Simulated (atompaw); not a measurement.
**Pseudopotential generation for As (Z = 33): PAW (atompaw), PBE, scalar-relativistic.**

```
Element                 : As
Generator               : atompaw 4.2.0.5
Type                    : PAW
Functional              : PBE
Relativity              : scalar-relativistic
Frozen core             : [Ar] 3d10
Valence charge          : 5
Reference configuration : 4s2 4p3
Partial waves           : 4s (bound); 4s channel at -0.35 Ry; 4p (bound); 4p channel at 0.9 Ry; 4d channel at 0.4 Ry; 4d channel at 2.7 Ry
Local potential         : bessel scheme, radius 1.35 bohr
Core correction         : smooth core density matched at 0.95 bohr
Augmentation charge     : sinc compensation charge, radius 1.45 bohr; PAW radius 1.80 bohr; waves and projectors: bloechl
```

All-electron outer shells of the reference configuration (PBE, scalar-relativistic, ld1.x):

| shell | level (eV) | outermost node (bohr) | outermost maximum (bohr) |
| --- | --- | --- | --- |
| 3p | -133.68 | 0.22 | 0.52 |
| 3d | -40.65 | – | 0.47 |
| 4s | -14.49 | 0.73 | 1.61 |
| 4p | -5.19 | 0.78 | 2.00 |

(1) Is a potential produced?

Results:

(1) No. atompaw 4.2.0.5 stopped with "atompaw: terminating projector 1000": the iteration for the Blöchl projector did not settle.
